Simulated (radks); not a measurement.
Results of a calculation; reference values are marked as such.
Task: Code: a radial shooting solver on a logarithmic mesh with Libxc functionals. Model: Dirac Kohn-Sham, PBE, spin-unpolarised, spherical densities, point nucleus; open shells are shared between the two j in proportion to 2j + 1. Each species is in its NIST ground configuration. Rank Lu3+, Hf3+, Pt3+, Ta3+, Au3+, Re3+, Hg3+, W3+, Ir3+, Os3+ by Delta-SCF ionisation energy (eV), largest first.

Result: Hg3+ 49.740, Au3+ 47.693, Lu3+ 46.573, Pt3+ 45.632, Ir3+ 43.554, Os3+ 41.455, Re3+ 39.333, W3+ 37.186, Ta3+ 35.017, Hf3+ 32.828.
